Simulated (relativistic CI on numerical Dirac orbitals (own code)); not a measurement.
## Bi XXXI: q coefficients and field-shift factors

Calculated at this level of theory: Dirac-Coulomb-Breit CI, separate exchange-only KLI orbitals for each configuration, derivatives by finite differences, unscaled Slater integrals, QED left out (own radial code, finite nucleus).

CI space (outside the closed core [Kr] 4d10): 4f⁷.

With x = (α/α₀)² − 1 an excitation energy changes as ω = ω₀ + qx; K = 2q/ω₀ is the relative enhancement. Terms are leading LS components, so labels can repeat. The field-shift factor is F = δν/δ⟨r²⟩ for the transition from the lowest level.

Lowest level 4f⁷ ⁸S°7/2.

| Level | ω₀ (cm⁻¹) | q (cm⁻¹) | F (GHz/fm²) |
| --- | --- | --- | --- |
| 4f⁷ ⁴D°7/2 | 61192.4 | -44960 | -1.53 |
| 4f⁷ ⁶P°5/2 | 84548.6 | -8070 | 0.766 |
| 4f⁷ ⁶I°7/2 | 89128.4 | 476.9 | 1.29 |
| 4f⁷ ⁶I°9/2 | 91675.1 | -16660 | 0.43 |
| 4f⁷ ⁶P°3/2 | 97404.6 | 9001 | 1.86 |
| 4f⁷ ⁶I°17/2 | 97616.7 | -7604 | 1.07 |
| 4f⁷ ⁶I°11/2 | 104074.8 | 1873 | 1.61 |
| 4f⁷ ⁶I°13/2 | 108286.0 | 6129 | 1.92 |
| 4f⁷ ⁶I°15/2 | 110558.9 | 15720 | 2.48 |
| 4f⁷ ⁶D°9/2 | 112611.8 | 10370 | 2.17 |
| 4f⁷ ⁴D°7/2 | 120777.2 | 2007 | 1.84 |
| 4f⁷ ⁴G°5/2 | 129414.2 | -993.3 | 1.79 |
| 4f⁷ ⁶I°7/2 | 133491.9 | 27340 | 3.36 |
| 4f⁷ ⁶G°11/2 | 136112.2 | 1291 | 2.04 |
| 4f⁷ ⁶P°5/2 | 137393.3 | 30460 | 3.58 |
| 4f⁷ ⁴N°17/2 | 138416.4 | 6625 | 2.4 |
| 4f⁷ ⁶D°1/2 | 138720.4 | 43690 | 4.3 |
| 4f⁷ ⁴F°9/2 | 138742.1 | -2791 | 1.85 |
| 4f⁷ ⁶D°3/2 | 141171.0 | 41190 | 4.21 |
| 4f⁷ ⁶G°3/2 | 144362.6 | 9283 | 2.55 |
| 4f⁷ ⁶I°13/2 | 147627.2 | 650 | 2.19 |
| 4f⁷ ⁴G°11/2 | 148333.9 | -1829 | 2.05 |
| 4f⁷ ⁶G°13/2 | 152375.2 | 6158 | 2.54 |

At this charge energies of transitions that change n are usually good to better than 1 %, and those within a shell (Δn = 0) to a few per cent. Terms inside the open d or f shell come out 10 to 20 % too wide with unscaled integrals.

Q: Which transition from the lowest level has the largest |K|?

A: 4f⁷ ⁴D°7/2 at 61192.4 cm⁻¹, K = -1.47.
